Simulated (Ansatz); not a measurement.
Mulliken charges of `B1NC[SiH2]1` from B3LYP/def2-TZVPP in Ansatz (PBE0-D4/def2-TZVP geometry).

| atom | x (Å) | y (Å) | z (Å) | charge (e) |
| --- | --- | --- | --- | --- |
| B1 | -1.160 | 0.513 | -0.559 | -0.032 |
| N2 | -0.900 | -0.699 | 0.079 | -0.140 |
| C3 | 0.507 | -0.777 | 0.497 | -0.199 |
| Si4 | 0.777 | 0.976 | -0.251 | 0.160 |
| H5 | -2.213 | 0.851 | -1.003 | 0.029 |
| H6 | -1.534 | -1.466 | 0.266 | 0.136 |
| H7 | 0.619 | -0.869 | 1.581 | 0.102 |
| H8 | 1.043 | -1.601 | 0.018 | 0.102 |
| H9 | 1.185 | 2.006 | 0.745 | -0.079 |
| H10 | 1.759 | 1.015 | -1.371 | -0.079 |

Task: By hand: the dipole of these point charges (1 e Å = 4.8032 D).

Result: Σ q r = (-0.149, -0.273, 0.087) e Å, of length 0.323 e Å = 1.55 D.

Task: How does the dipole of the full density compare? (Best estimate.)

Result: The calculation gave: (-0.041, -0.323, 0.140) e Å, 1.70 D; the point charges give 0.91 times that, at 22° from its direction.

Point charges leave out the atoms' own dipoles, such as those of lone pairs, and Mulliken's split depends on the basis, so the two needn't agree.

B3LYP here is the variant with VWN-RPA as its local correlation; programs differ in this.
